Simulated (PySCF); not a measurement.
Species: C8H10Si.
SMILES: `C#C[SiH2]C#CC1CCC1`

Method: TDDFT wB97X-D/def2-SVPD, vertical, gas phase, core orbitals frozen in the response (PySCF). Isolated species at its PBE0-D3(BJ)/def2-SVP geometry (one conformer only).

For one non-degenerate pair of states in vacuum, A = 0.6670 f ν̃² s⁻¹ with ν̃ in cm⁻¹, τ = 1/A, |μ|² = 3f / (2ΔE) in atomic units, and the integrated cross-section is ∫σ dE = 109.76 f Mb·eV.

These lifetimes count emission to the ground state at the vertical energy alone; relaxation of the geometry and all other decay channels are left out.

Energies and rates of the computed singlets with f of 0.002 or more:

| state | ν̃ (cm⁻¹) | A (s⁻¹) |
| --- | --- | --- |
| S2 | 48140 | 3.31×10⁶ |
| S3 | 48390 | 1.18×10⁷ |
| S5 | 50570 | 1.48×10⁷ |
| S7 | 59140 | 2.50×10⁷ |
| S8 | 59800 | 2.02×10⁸ |
| S9 | 61600 | 1.52×10⁹ |
| S10 | 62880 | 3.91×10⁷ |

Q: Go back from the rates to the oscillator strengths and transition dipoles.

A: f = A / (0.6670 ν̃²), and |μ| follows from f:

```tsv
state	f	|μ| (D)	τ	main configurations (H = HOMO, L = LUMO)
S2	0.0021	0.31	300 ns	H→L+1 (30%), H-1→L (28%)
S3	0.0075	0.58	85 ns	H→L (35%), H-1→L+1 (31%), H→L+4 (10%)
S5	0.0087	0.60	68 ns	H-3→L+1 (30%), H-2→L (27%), H-2→L+4 (16%)
S7	0.011	0.62	40 ns	H→L+2 (63%), H→L+1 (19%)
S8	0.085	1.74	4.9 ns	H-1→L+2 (45%), H-1→L+1 (30%)
S9	0.601	4.55	660 ps	H→L (45%), H-1→L+2 (19%), H-1→L+1 (14%)
S10	0.015	0.71	26 ns	H→L+3 (57%), H-2→L+1 (10%), H-2→L+3 (9%)
```

Q: Which computed singlets stay under f = 0.002?

A: S1 (5.77 eV, f 0.0001), S4 (6.04 eV, f 0.0004) and S6 (6.30 eV, f 0.0013).

Q: How much energy does a mole of photons resonant with S9 carry?

A: 7.637 eV × 96.485 = 737 kJ/mol (176 kcal/mol).

Q: What is the integrated cross-section of all computed states together?

A: Σf = 0.731 over S1 to S10, so 109.76 × Σf ≈ 80.3 Mb·eV.

All these states lie below the vertical ionisation energy of 9.49 eV (ΔSCF).

On an Intel Xeon at 2.50 GHz with one thread, on a shared host, this took 16 min of wall time and 1.3 GiB of memory at its peak.
